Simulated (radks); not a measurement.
Task: The tantalum ion Ta24+, 49 electrons, occupied as [Kr] 4d10 4f3 (the NIST ground configuration). All-electron calculation, Dirac Kohn-Sham, BLYP, spin-unpolarised, spherical densities, finite nucleus; open shells fill j = l - 1/2 first; Fermi nuclear charge, rms radius 5.3507 fm. Program: a radial shooting solver on a logarithmic mesh with Libxc functionals. Some entries of the table are withheld. Estimate them.

| orbital | occ. | eigenvalue (hartree) | <r> (bohr) |
|---|---|---|---|
| 1s1/2 | 2 | (1) | 0.01867 |
| 2s1/2 | 2 | -451.7537 | 0.07837 |
| 2p1/2 | 2 | (2) | 0.06488 |
| 2p3/2 | 4 | (3) | 0.07273 |
| 3s1/2 | 2 | -124.7264 | (4) |
| 3p1/2 | 2 | -116.4002 | 0.1939 |
| 3p3/2 | 4 | -106.3133 | 0.2083 |
| 3d3/2 | 4 | -92.23455 | 0.1825 |
| 3d5/2 | 6 | -90.04167 | 0.1869 |
| 4s1/2 | 2 | (5) | 0.4398 |
| 4p1/2 | 2 | -41.92422 | 0.4411 |
| 4p3/2 | 4 | -39.27964 | 0.4674 |
| 4d3/2 | 4 | -33.50450 | 0.4680 |
| 4d5/2 | 6 | -32.97426 | 0.4759 |
| 4f5/2 | 3 | (6) | 0.4637 |
| 4f7/2 | 0 | (7) | 0.4670 |

Result: 
(1) 1s1/2 eigenvalue (hartree): -2498.995
(2) 2p1/2 eigenvalue (hartree): -433.0015
(3) 2p3/2 eigenvalue (hartree): -386.3358
(4) 3s1/2 <r> (bohr): 0.2040
(5) 4s1/2 eigenvalue (hartree): -45.41714
(6) 4f5/2 eigenvalue (hartree): -25.80497
(7) 4f7/2 eigenvalue (hartree): -25.67862
